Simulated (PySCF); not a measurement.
4-fluoro-2,3-dihydrofuran (C4H5FO), SMILES C1(F)CCOC=1.

Coordinates come from a PBE-D3(BJ)/def2-SVP optimisation. A frequency run showed that this geometry is not a minimum. One conformer was computed; it need not be the lowest.

All values below come from PySCF with ωB97X/def2-TZVP.

Symmetry labels are those of the subgroup Cs that the program uses (full group Cs).

Computed valence orbital energies around the gap with their symmetry:
```csv
orbital,symmetry,energy (eV)
HOMO−7,A",-15.54
HOMO−6,A',-15.41
HOMO−5,A',-13.94
HOMO−4,A",-13.73
HOMO−3,A',-13.20
HOMO−2,A",-12.35
HOMO−1,A',-12.16
HOMO,A",-8.38
LUMO,A",2.89
LUMO+1,A',3.25
LUMO+2,A',4.10
LUMO+3,A',4.40
```
